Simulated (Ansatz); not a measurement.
Computed with Ansatz on PBE0-D4/def2-TZVP structures; ΔE is electronic, products minus reactants. CCSD(T)/CBS is the MP2 limit (def2-TZVPP, def2-QZVPP) plus CCSD(T) − MP2 in def2-TZVPP, frozen cores. DFT in def2-TZVPP. For Ga outer-core shells are correlated without core-valence functions, which leaves a few kJ/mol of doubt a bond. Scalar relativity is left out up to krypton. Each species was taken in one conformer, which may not be the lowest.

`[SiH3]NCBCl` + `[OH][GaH2]` → `[SiH3][O][GaH2]` + `NCBCl`  (ligand exchange at the Si–N bond)

`[SiH3]NCBCl`:

Z-matrix (Å, degrees):
```
Si
N 1 1.722
H 1 1.495 2 114.8
H 1 1.487 2 107.7 3 118.9
H 1 1.485 2 108.1 3 -120.8
C 2 1.453 1 121.5 3 -68.5
H 2 1.009 1 116.1 3 76.0
B 6 1.559 2 115.1 1 -63.1
H 6 1.105 2 109.2 1 -176.3
H 6 1.101 2 114.2 1 67.5
Cl 8 1.748 6 119.0 2 165.2
H 8 1.191 6 123.7 2 -18.7
```

`[OH][GaH2]`:

```xyz
5

O    -0.355   -1.166   -0.376
Ga    0.238    0.491   -0.064
H    -0.821   -1.561    0.363
H    -0.055    1.109    1.344
H     0.992    1.127   -1.267
```

`[SiH3][O][GaH2]`:

Cartesian coordinates in Å:
```
Si 0.110 0.306 1.325
O 0.215 0.554 -0.282
Ga -0.110 -0.312 -1.809
H -0.415 -1.056 1.633
H -0.803 1.310 1.935
H 1.454 0.442 1.948
H 0.214 0.519 -3.083
H -0.665 -1.763 -1.667
```

`NCBCl`:

```xyz
9

N    -0.126    0.988   -0.909
C     0.266   -0.295   -0.374
B     0.177   -0.492    1.160
Cl   -0.655    0.655    2.185
H    -0.933    1.360   -0.428
H    -0.338    0.939   -1.896
H    -0.317   -1.161   -0.757
H     1.299   -0.534   -0.668
H     0.627   -1.462    1.688
```

CCSD(T)/CBS gives -63.8 kJ/mol.

(1) Another level gave -67.0 kJ/mol. Which?
A. HF/def2-TZVPP
B. ωB97M-V/def2-TZVPP
C. SCS-MP2/def2-TZVPP
D. PBE-D4/def2-TZVPP

Largest T1 diagnostic among the species: 0.015.

## Answers

(1) C. SCS-MP2/def2-TZVPP -67.0, ωB97M-V -63.0, PBE-D4 -56.9, HF/def2-TZVPP -80.6 kJ/mol.

From PBE to PBE0 (25 % exact exchange), in def2-TZVPP and without D4, ΔE moves by −4.1 kJ/mol. In def2-TZVPP, CCSD(T) changes the Hartree–Fock value by +15.8 kJ/mol (the triples alone add +2.1 kJ/mol) and MP2 by +16.1 kJ/mol.
